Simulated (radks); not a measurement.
Isoelectronic series with 7 electrons, each ion in its NIST ground configuration. Method: Dirac Kohn-Sham, PBE, spin-unpolarised, spherical densities, finite nucleus; open shells fill j = l - 1/2 first; Fermi nuclear charge, rms radius of each element as measured or else 0.836 A^(1/3) + 0.57 fm; computed with a radial shooting solver on a logarithmic mesh with Libxc functionals. Total energies (hartree) and mean radii <r> (bohr):

| ion | configuration | E (hartree) | 2p3/2 | 2p1/2 |
|---|---|---|---|---|
| N | [He] 2s2 2p3 | -54.45374 | 1.485 | 1.483 |
| O+ | [He] 2s2 2p3 | -74.39963 | 1.110 | 1.109 |
| F2+ | [He] 2s2 2p3 | -97.62438 | 0.8969 | 0.8955 |
| Ne3+ | [He] 2s2 2p3 | -124.12510 | 0.7551 | 0.7537 |
| Mg5+ | [He] 2s2 2p3 | -186.96187 | 0.5759 | 0.5745 |
| Al6+ | [He] 2s2 2p3 | -223.30584 | 0.5153 | 0.5138 |
| Si7+ | [He] 2s2 2p3 | -262.94057 | 0.4664 | 0.4648 |
| P8+ | [He] 2s2 2p3 | -305.87234 | 0.4261 | 0.4244 |
| S9+ | [He] 2s2 2p3 | -352.10816 | 0.3922 | 0.3905 |
| Cl10+ | [He] 2s2 2p3 | -401.65568 | 0.3634 | 0.3616 |
| Ar11+ | [He] 2s2 2p3 | -454.52322 | 0.3385 | 0.3366 |
| K12+ | [He] 2s2 2p3 | -510.71974 | 0.3169 | 0.3149 |
| Ca13+ | [He] 2s2 2p3 | -570.25476 | 0.2978 | 0.2957 |
